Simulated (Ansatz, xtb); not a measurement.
**Two isomers of C3H7GeNS**

Structure a is `N#CC[CH2][GeH2][SH]`, a singlet and structure b is `C[C@H](C#N)[GeH2][SH]`, a singlet. Both are isolated molecules in the gas phase, relaxed with B3LYP-D3(BJ)/def2-SVP, each in the lowest conformer that the search found.

Quicker runs give these differences E(b) − E(a): GFN2-xTB −0.099 eV; HF/STO-3G −0.029 eV (at GFN2-xTB geometries); r2SCAN-D4/def2-SVP −0.100 eV (at GFN2-xTB geometries).

**Question.** Estimate E(b) − E(a) at the level CCSD(T)/def2-SVP + ΔMP2/def2-TZVPP.

**Answer.** Calculated at CCSD(T)/def2-SVP + ΔMP2/def2-TZVPP: E(b) − E(a) = −0.073 eV, so structure b lies lower.

How the difference moves with the method:

```csv
level,geometry,E(b) − E(a) (eV),departure from the last row (eV),"job, with rough time for the two"
GFN2-xTB,GFN2-xTB,−0.099,−0.026,"optimisation, 0.36 s"
HF/STO-3G,GFN2-xTB,−0.029,+0.044,"single point, 1.3 s"
r2SCAN-D4/def2-SVP,GFN2-xTB,−0.100,−0.027,"single point, 5.1 s"
B3LYP-D3(BJ)/def2-SVP,B3LYP-D3(BJ)/def2-SVP,−0.081,−0.008,"optimisation, 3 min"
HF/def2-SVP,B3LYP-D3(BJ)/def2-SVP,−0.022,+0.051,part of the CCSD(T) run
MP2/def2-SVP,B3LYP-D3(BJ)/def2-SVP,−0.099,−0.026,part of the CCSD(T) run
CCSD(T)/def2-SVP,B3LYP-D3(BJ)/def2-SVP,−0.076,−0.003,single point
CCSD(T)/def2-SVP + ΔMP2/def2-TZVPP,B3LYP-D3(BJ)/def2-SVP,−0.073,,"single point, 2.1 min"
```

As drawn, both hold the same kinds of bond in the same numbers. Structure a has 0 methyl groups, b 1.

None of the levels shown reverses the order. The largest departure from CCSD(T)/def2-SVP + ΔMP2/def2-TZVPP is that of HF/def2-SVP, 0.051 eV. The last row adds to CCSD(T) the change of the MP2 difference between the two basis sets, here +0.003 eV.

With thermal terms from frequencies at re-optimised GFN2-xTB minima (ideal gas, soft modes damped towards free rotors, one conformer each, 298.15 K, 1 atm): the zero-point term adds −0.007 eV; ΔH is −0.073 and ΔG −0.078 eV.

The correlated steps freeze 18 core orbitals; the filled d shell of Ge is correlated, in a basis made for valence electrons. Mirror images aren't counted in ΔG. Programs: Ansatz 0.2.0, xtb 6.7.1; the last row on 2 threads of Intel(R) Xeon(R) Processor @ 2.70GHz on a shared host.
